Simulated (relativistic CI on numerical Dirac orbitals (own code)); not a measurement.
## Slater and spin-orbit integrals, La55+

These numbers are calculated, not measured: Dirac-Coulomb-Breit CI, orbitals from a KLI potential per configuration, a model potential for QED, unscaled Slater integrals (own radial code, finite nucleus).

Slater integrals F^k, G^k are unscaled and averaged over j, outside the closed core (none); ζ comes from projecting the Hamiltonian with its Breit term on Σ l·s of the shell.

- 1s 2s: G^0(1s,2s) = 321210 cm⁻¹; <r>(1s) = 0.02477, <r^2>(1s) = 0.0008316, <r>(2s) = 0.09958, <r^2>(2s) = 0.01169 (bohr units).
- 1s 2p: G^1(1s,2p) = 608380, ζ(2p) = 2.7038e+06 cm⁻¹; <r>(1s) = 0.02477, <r^2>(1s) = 0.0008316, <r>(2p) = 0.08574, <r^2>(2p) = 0.008894 (bohr units).
- 1s 3s: G^0(1s,3s) = 83779 cm⁻¹; <r>(1s) = 0.02475, <r^2>(1s) = 0.0008301, <r>(3s) = 0.2283, <r^2>(3s) = 0.05946 (bohr units).

Averages of the first 10 configurations, taken without configuration mixing, which lowers the lowest level and can move excited configurations by several eV; other configurations of the list can lie among them:

| Configuration | Parity | States | Average energy above the lowest level (eV) |
| --- | --- | --- | --- |
| 1s2 | even | 1 | 0.2 |
| 1s 2s | even | 4 | 33777.7 |
| 1s 2p | odd | 12 | 34175.5 |
| 1s 3s | even | 4 | 40161.5 |
| 1s 3p | odd | 12 | 40278.4 |
| 1s 3d | even | 20 | 40360.9 |
| 1s 4s | even | 4 | 42367.7 |
| 1s 4p | odd | 12 | 42416.6 |
| 1s 4d | even | 20 | 42451.3 |
| 1s 4f | odd | 28 | 42464.5 |
